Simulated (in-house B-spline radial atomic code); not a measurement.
Configurations of Sb3+, with energies counted from [Kr] 4d10 5s2. Method: scalar-relativistic (X2C) PBE0, spin-polarised, spherical fractional occupations, exact exchange averaged over the configuration, Fermi nucleus of rms radius 4.6802 fm. Calculated with a B-spline radial code for spherical atoms. Shells without spins written out take the highest spin.

Occupations are held fixed; configurations that lie above the ionisation limit could autoionise.

```csv
configuration,E - E(ref) (eV),highest orbital,its <r> (bohr)
[Kr] 4d10 5s1 5d1,21.877,5d up,3.194
[Kr] 4d9 5s2 5d1,49.603,5d up,3.092
[Ar] 3d10 4s2 4p5 4d10 5s2 5p1,107.39,5p up,2.259
[Ar] 3d10 4s2 4p5 4d10 5s2 5d1,121.32,5d up,3.082
[Ar] 3d10 4s2 4p5 4d10 5s2 6p1,126.13,6p up,4.603
[Ar] 3d9 4s2 4p6 4d10 5s2 6d1,556.71,6d up,5.856
```

(1) Order these further configurations by energy, lowest first.
A. [Ar] 3d9 4s2 4p6 4d10 5s2 6s1
B. [Ar] 3d9 4s2 4p6 4d10 4f1 5s2
C. [Kr] 4d9 5s2 5p1
D. [Kr] 4d9 5s2 6d1
E. [Ar] 3d10 4s2 4p5 4d10 5s2 6d1

(2) How far above the reference does [Kr] 4d10 5s1 6p1 lie?

Results:

(1) C (35.71 eV), D (59.177 eV), E (130.93 eV), A (548.49 eV), B (552.82 eV).

(2) 26.341 eV; its least bound orbital is 6p up with <r> = 4.696 bohr.
